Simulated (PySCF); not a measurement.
**Ru- (ruthenium, charge -1) across methods**

[Kr] 4d7 5s2, high-spin 4F determinant. All numbers are calculated (PySCF 2.14, scalar relativity through the core potential, in def2-TZVPPD with the def2 core potential (28 electrons) (6s4p3d2f1g, 56 functions)).

| method | E (hartree) | mean ε 5s α (eV) | mean ε 4d β (eV) | mean ε 5s β (eV) | Σ⟨r²⟩ (bohr²) | ⟨S²⟩ |
| --- | --- | --- | --- | --- | --- | --- |
| HSE06 | -94.8154 | 0.848 | 1.132 | 1.444 | 71.16 | 3.762 |
| UHF | -94.10290 | -0.493 | -2.902 | 0.393 | 74.59 | 3.775 |
| TPSSh | -94.7925 | 0.855 | 1.467 | 1.508 | 70.84 | 3.763 |
| LDA | -94.6356 | 0.912 | 2.231 | 1.472 | 70.17 | 3.760 |
| PBE | -94.8441 | 1.086 | 2.181 | 1.671 | 70.71 | 3.762 |
| PBE0 | -94.8147 | 0.512 | 0.745 | 1.139 | 71.20 | 3.763 |
| r2SCAN | -94.8596 | 0.924 | 2.132 | 1.500 | 70.55 | 3.773 |
| B97-3 | -94.8414 | 0.633 | 0.677 | 1.200 | 71.80 | 3.760 |

(1) Estimate the same row for wB97M-V.

Energies and moments cover only the electrons outside the core potential.

The highest occupied level is positive at HSE06, UHF, TPSSh, LDA, PBE, PBE0, r2SCAN, B97-3: only the finite basis holds that electron, at UHF too, so the state is unbound at these levels.

Results:

(1) E (hartree) = -94.7380; mean ε 5s α (eV) = -1.025; mean ε 4d β (eV) = -1.622; mean ε 5s β (eV) = -0.499; Σ⟨r²⟩ (bohr²) = 71.58; ⟨S²⟩ = 3.758.
